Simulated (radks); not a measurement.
The krypton ion Kr2+, 34 electrons, occupied as [Ar] 3d10 4s2 4p3 6d1 (not the ground configuration). Calculated with a radial shooting solver on a logarithmic mesh with Libxc functionals: Dirac Kohn-Sham, PBE, spin-unpolarised, spherical densities, finite nucleus; open shells fill j = l - 1/2 first; Fermi nuclear charge, rms radius 4.1884 fm.

Unscreened Slater integrals over Kohn-Sham orbitals (eV). Large and small components are both included. Empty in this configuration: 6d5/2.

\begin{tabular}{lr}
integral & value \\ \hline
F0(6d3/2,6d3/2) & 2.4431 \\
F2(6d3/2,6d3/2) & 1.2827 \\
F0(6d3/2,4p3/2) & 3.5036 \\
F2(6d3/2,4p3/2) & 0.53038 \\
G1(6d3/2,4p3/2) & 0.34434 \\
G3(6d3/2,4p3/2) & 0.24416 \\
F0(6d3/2,4p1/2) & 3.5087 \\
G1(6d3/2,4p1/2) & 0.35026 \\
F0(6d3/2,4s1/2) & 3.5436 \\
G2(6d3/2,4s1/2) & 0.31101 \\
F0(6d3/2,6d5/2) & 2.4421 \\
F2(6d3/2,6d5/2) & 1.2814 \\
G2(6d3/2,6d5/2) & 1.2814 \\
G4(6d3/2,6d5/2) & 0.90074 \\
F0(4p3/2,4p3/2) & 14.605 \\
F2(4p3/2,4p3/2) & 7.7456 \\
F0(4p3/2,4p1/2) & 14.723 \\
G2(4p3/2,4p1/2) & 7.7994 \\
F0(4p3/2,4s1/2) & 15.524 \\
G1(4p3/2,4s1/2) & 10.449 \\
F0(4p3/2,6d5/2) & 3.5035 \\
F2(4p3/2,6d5/2) & 0.53157 \\
G1(4p3/2,6d5/2) & 0.34736 \\
G3(4p3/2,6d5/2) & 0.24584 \\
F0(4p1/2,4p1/2) & 14.845 \\
F0(4p1/2,4s1/2) & 15.672 \\
G1(4p1/2,4s1/2) & 10.634 \\
F0(4p1/2,6d5/2) & 3.5086 \\
G3(4p1/2,6d5/2) & 0.24786 \\
F0(4s1/2,4s1/2) & 16.681 \\
F0(4s1/2,6d5/2) & 3.5436 \\
G2(4s1/2,6d5/2) & 0.31220 \\
F0(6d5/2,6d5/2) & 2.4410 \\
F2(6d5/2,6d5/2) & 1.2801 \\
F4(6d5/2,6d5/2) & 0.89972 \\
\end{tabular}
